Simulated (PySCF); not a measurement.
C4H4N, SMILES C1=C[N]C=C1, multiplicity 2.

Geometry optimised at r2SCAN-D4/def2-SVP. The isomer is the one that the SMILES or the coordinates give; other isomers of the formula were not compared.

Two levels are set side by side: PBE/def2-TZVP (PySCF) and M06-2X/def2-TZVP (PySCF). Same geometry, gas phase. Differences are taken from unrounded values.

```tsv
quantity	PBE
α-spin orbital gap (eV)	5.73
β-spin orbital gap (eV)	1.40
dipole moment (D)	1.97
mean polarisability (bohr³)	48.8
```

Q: These are the PBE values. What does M06-2X give? (Estimate from the structure and the level; the computed values follow.)

A: 
```json
[
 {"quantity": "α-spin orbital gap (eV)", "M06-2X": "9.93", "PBE minus M06-2X": "-4.20"},
 {"quantity": "β-spin orbital gap (eV)", "M06-2X": "5.67", "PBE minus M06-2X": "-4.28"},
 {"quantity": "dipole moment (D)", "M06-2X": "2.06", "PBE minus M06-2X": "-0.09"},
 {"quantity": "mean polarisability (bohr³)", "M06-2X": "47.8", "PBE minus M06-2X": "1.0"}
]
```

Rough cost on one machine, each run with all the roots and properties that it gave: M06-2X against PBE about 2 times.
